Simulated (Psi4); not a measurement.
BF₂ (SMILES F[B]F), doublet, geometry from GFN2-xTB, with bond 1-2 at 1.3 times its length. Base run: SVWN/def2-SVP run with Psi4.

Psi4 was given this input:
```
memory 2 GB

molecule {
0 2
F    -1.42373320   -0.41489857    0.07161022
B    -0.01799801    0.56075196   -0.01779468
F     1.10933166   -0.12178042   -0.04109239
}

set {
  basis def2-svp
  reference uks
}

energy('svwn')
print_variables()
```

Each row names what was changed in the base input (with any setting that the change needs).

```json
[
 {"change": "base", "ΔE vs base (µEh)": "0.0", "SCF cycles": "9", "grid points": "65881", "basis functions": "42"},
 {"change": "e_convergence = 1e-4", "ΔE vs base (µEh)": "0.0", "SCF cycles": "9", "grid points": "65881", "basis functions": "42"},
 {"change": "level_shift = 1.0", "ΔE vs base (µEh)": "0.0", "SCF cycles": "9", "grid points": "65881", "basis functions": "42"},
 {"change": "scf_type = dfdirj+cosx", "ΔE vs base (µEh)": "0.0", "SCF cycles": "10", "grid points": "65881", "basis functions": "42"},
 {"change": "scf_type = cd", "ΔE vs base (µEh)": "-501", "SCF cycles": "9", "grid points": "65881", "basis functions": "42"},
 {"change": "dft_nuclear_scheme = becke", "ΔE vs base (µEh)": "-17.8", "SCF cycles": "9", "grid points": "65805", "basis functions": "42"},
 {"change": "e_convergence = 1e-8", "ΔE vs base (µEh)": "0.0", "SCF cycles": "9", "grid points": "65881", "basis functions": "42"},
 {"change": "basis_guess = sto-3g", "ΔE vs base (µEh)": "0.0", "SCF cycles": "9", "grid points": "65880", "basis functions": "42"},
 {"change": "damping_percentage = 20", "ΔE vs base (µEh)": "1.4", "SCF cycles": "18", "grid points": "65881", "basis functions": "42"},
 {"change": "dft_radial_points = 50", "ΔE vs base (µEh)": "-1.8", "SCF cycles": "9", "grid points": "44588", "basis functions": "42"},
 {"change": "dft_nuclear_scheme = stratmann", "ΔE vs base (µEh)": "6.7", "SCF cycles": "9", "grid points": "62439", "basis functions": "42"},
 {"change": "scf_type = pk", "ΔE vs base (µEh)": "43.5", "SCF cycles": "9", "grid points": "65881", "basis functions": "42"},
 {"change": "cholesky_tolerance = 1e-3 (with scf_type cd)", "ΔE vs base (µEh)": "-820", "SCF cycles": "9", "grid points": "65881", "basis functions": "42"}
]
```

Open shells are given as the SCF converged; they aren't shown to be the lowest states, and a large step between rows can be another state.
